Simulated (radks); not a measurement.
Problem. The mean radii <r> (bohr) of the occupied orbitals of an atom or ion are listed with their occupations. Calculated with a radial shooting solver on a logarithmic mesh with Libxc functionals: scalar-relativistic Kohn-Sham, r2SCAN, spin-polarised, spherical densities, finite nucleus; meta-GGA in the generalised Kohn-Sham scheme; Fermi nuclear charge, rms radius of each element as measured or else 0.836 A^(1/3) + 0.57 fm.

orbital  occ.     <r>
1s up       1  0.1202
1s down     1  0.1202
2s up       1  0.6232
2s down     1  0.6234
2p up       3  0.6019
2p down     3  0.6020
3s up       1   2.591
3s down     1   2.548
3p up       1   3.367

Name the element and its charge.

Solution. Z = 13, aluminium, charge 0: Al in [Ne] 3s2 3p(up 1, down 0). The 1s radius gives Z: for a bare nucleus <r> = (2 gamma + 1)/(2Z) with gamma = sqrt(1 - (Z/c)^2), 0.115 bohr for Z = 13, and screening makes it slightly larger (0.1202 here). The occupations add up to 13, and the charge is Z minus that.
